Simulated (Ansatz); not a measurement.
Process, species as SMILES: [NH][SiH3] → [NH-][SiH3] (an electron is taken up)
Structures are relaxed separately at B3LYP-D3(BJ)/def2-TZVP in Ansatz (a quantum-chemistry and plane-wave program).

Wanted: adiabatic electron affinity (electronic energy difference), positive where the reaction releases energy, in eV. Correlated levels leave the core frozen unless marked. Open shells are spin-unrestricted. No spin-orbit coupling. No relativistic terms. Anions need diffuse functions: aug- sets have them; def2-D sets add few; the other sets have none. CBS(X,Y): correlation extrapolated as X^-3; Hartree-Fock from the larger set. The bracket is a focal-point correction in the basis named.

| level | program | adiabatic electron affinity (eV) |
|---|---|---|
| HF/cc-pV(Q+d)Z | Ansatz | 0.24 |
| PBE0/def2-TZVPD | Ansatz | 1.85 |

Predict the RI-MP2/CBS(aug-cc-pV(T+d)Z,aug-cc-pV(Q+d)Z)+[CCSD(T)-MP2]/aug-cc-pV(T+d)Z result (Ansatz).

2.10 eV, so PBE0/def2-TZVPD differs from it by -0.25 eV.
